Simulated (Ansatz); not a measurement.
Program: Ansatz. Geometries: PBE0-D4/def2-TZVP. ΔE: electronic, gas phase. CCSD(T)/CBS adds triple-zeta CCSD(T) − MP2 to the extrapolated MP2 energy (def2 sets, frozen cores). DFT in def2-TZVPP. HSE06 is defined as in plane-wave codes. For Br outer-core shells are correlated without core-valence functions, which leaves a few kJ/mol of doubt a bond. Scalar relativity is left out up to krypton. One conformer a species, not always the lowest.

Reaction (redistribution): `C[O][Al]([F])[Br]` + `[CH3][Al]([OH])[OH]` → `C[O][Al]([OH])[Br]` + `[CH3][Al]([OH])[F]`

Is it downhill or uphill in electronic energy at CCSD(T)/CBS, and by how much? (Best estimate.)

Computed: Downhill: ΔE = -2.1 kcal/mol.

What do these levels give: r2SCAN-D4, PBE, HSE06, HF/def2-TZVPP, CCSD(T)/def2-TZVPP, MP2/CBS(def2)? (An estimate is asked.)

Ansatz gave: r2SCAN-D4 -2.4, PBE -2.5, HSE06 -2.5, HF/def2-TZVPP -2.5, CCSD(T)/def2-TZVPP -2.3, MP2/CBS(def2) -2.1 kcal/mol.

Largest T1 diagnostic among the species: 0.012.

Leaving LDA and LC-ωPBE aside and taking each functional with its dispersion term where it has one, the values, not all of them listed here, spread over 0.3 kcal/mol, from HSE06-D4 to B97M-V.
